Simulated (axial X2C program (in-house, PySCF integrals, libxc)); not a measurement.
## Potential curves of MoSe, with spin–orbit coupling

Computed with an axial X2C code built on PySCF integrals. Two-component (2c) means X2C with spin–orbit coupling and atomic mean-field two-electron Coulomb and Gaunt terms. Basis: Mo dyall-cv3z [11s12p9d5f3g], Se dyall-cv3z [8s9p6d4f1g] (cores contracted in-house); Gaussian nuclei, density fitting, unrestricted open shells. Masses: Mo 97.905 u, Se 79.917 u.

State: Ω = 1 (⟨Sz⟩ = 2.00, ⟨Lz⟩ = -1.00 at PBE0). Energies in cm⁻¹ from the fragments at the same level (Mo + Se). Fits are polynomials in 1 − R0/R over 0.85 to 1.23 times the lowest point R0.

```
 R (Å)    PBE0
1.9975  -16163
2.0894  -21404
2.1582  -23500
2.2271  -24486
2.2960  -24677
2.3764  -24227
2.4567  -23319
2.5600  -21771
2.6863  -19608
2.8700  -16359
```

The state is one determinant whose occupation by symmetry is held fixed; it was picked as the lowest of a PBE0 search that is not exhaustive. Dissociation energies refer to the lowest single-determinant-based atoms at the same level and basis. Density functionals use the spin component along the axis (collinear). Without a current term, density functionals place determinants with orbital angular momentum somewhat too high. With several unpaired electrons one determinant need not be a pure state. Open-shell Ω = 0 determinants with evenly filled partner blocks cannot be reached by this program, so the Ω shown need not be the lowest component. The determinant is spin-polarised beyond a pure state at some levels (its spin-free form has ⟨S²⟩ too high), which makes Re and μ there less reliable.

Question: What are Re, ωe and De at the PBE0 level?

Answer: At PBE0, 2c: Re = 2.282 Å, ωe ≈ 307 cm⁻¹, De = 3.06 eV to Mo + Se; Be follows as 0.0736 cm⁻¹.
